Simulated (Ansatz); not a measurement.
Two isomers of C7H14: A = `C=CCCCCC`, B = `CC1CCCCC1`.

Calculated with Ansatz (gas phase, PBE0-D4/def2-TZVP geometries, no zero-point term in ΔE). CBS: MP2 limit from def2 TZ/QZ plus the TZ coupled-cluster correction, frozen cores. Functionals use def2-TZVPP. B3LYP here is the variant with VWN-RPA as its local correlation; programs differ in this. Each species was taken in one conformer, which may not be the lowest.

A:

Z-matrix (Å, degrees):
```
C
C 1 1.492
C 1 1.529 2 113.0
H 1 1.097 2 109.0 3 -120.3
H 1 1.094 2 109.5 3 123.7
C 2 1.325 1 125.4 3 -122.5
H 2 1.090 1 115.8 3 57.0
C 3 1.524 1 114.4 2 60.9
H 3 1.095 1 108.7 2 -175.7
H 3 1.096 1 108.8 2 -60.9
H 6 1.086 2 121.3 1 -0.3
H 6 1.084 2 121.7 1 -180.0
C 8 1.524 3 115.1 1 59.4
H 8 1.096 3 108.5 1 -178.3
H 8 1.095 3 109.0 1 -62.9
C 13 1.520 8 114.1 3 59.1
H 13 1.095 8 108.3 3 -179.1
H 13 1.095 8 109.6 3 -64.3
H 16 1.094 13 111.1 8 55.5
H 16 1.093 13 111.9 8 -64.5
H 16 1.092 13 111.2 8 175.5
```

B:

Z-matrix (Å, degrees):
```
C
C 1 1.518
H 1 1.093 2 111.4
H 1 1.093 2 111.4 3 -120.6
H 1 1.095 2 110.7 3 119.7
C 2 1.525 1 111.6 3 -57.9
C 2 1.525 1 111.5 3 178.4
H 2 1.100 1 108.3 3 60.3
C 6 1.522 2 112.2 1 -179.1
H 6 1.095 2 109.8 1 57.7
H 6 1.099 2 108.6 1 -58.2
C 7 1.522 2 112.2 1 179.1
H 7 1.095 2 109.8 1 -57.7
H 7 1.099 2 108.6 1 58.2
C 9 1.522 6 111.3 2 55.4
H 9 1.094 6 110.2 2 178.2
H 9 1.097 6 109.2 2 -65.2
H 12 1.097 7 109.2 2 65.2
H 12 1.094 7 110.3 2 -178.2
H 15 1.098 9 109.1 6 65.5
H 15 1.094 9 110.4 6 -177.7
```

Which isomer does CCSD(T)/CBS put lower? Give the gap. (Estimate.)

Ansatz gave: B, by 98.5 kJ/mol.

Give E(B) − E(A) in kJ/mol with HF/def2-TZVPP, PBE-D4, B3LYP-D4, B3LYP, ωB97M-V, CCSD(T)/def2-TZVPP, r2SCAN-D4. (Estimate.)

The calculation gave: HF/def2-TZVPP -83.5, PBE-D4 -98.7, B3LYP-D4 -86.2, B3LYP -79.9, ωB97M-V -101.1, CCSD(T)/def2-TZVPP -98.9, r2SCAN-D4 -101.6. None reverses the order clearly.

Largest T1 diagnostic: 0.009.

From PBE to PBE0 (25 % exact exchange), in def2-TZVPP and without D4, E(B) − E(A) moves by −13.3 kJ/mol. In def2-TZVPP, CCSD(T) changes the Hartree–Fock value by −15.4 kJ/mol (the triples alone add +0.9 kJ/mol) and MP2 by −25.5 kJ/mol.
